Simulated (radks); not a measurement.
Values are calculated unless marked as measured or tabulated.
Q: Coherent X-ray form factor from a spherical all-electron density. Level of theory: non-relativistic Kohn-Sham, PBEsol, spin-polarised, spherical densities, point nucleus (a radial shooting solver on a logarithmic mesh with Libxc functionals).

sin(theta)/lambda (1/angstrom),f0 (electrons)
0.05,30.913
0.1,30.653
0.15,30.232
0.2,29.664
0.25,28.968
0.3,28.167
0.4,26.342
0.5,24.364
0.6,22.374
0.8,18.665
1,15.472
1.25,12.187
1.5,9.661
2,6.662

The species is in the configuration that NIST lists as its ground one. Which atom or ion scatters so?

A: The cadmium ion Cd17+, [Ar] 3d10 4s2 4p1. Extrapolating in s^2 from the first two rows gives f0(0) = 31.0, near the electron count 31; among species with that count, the fall with angle is slower the higher Z, and the table is that of Z = 48; from so few rows the species is fixed only to a neighbour or two.
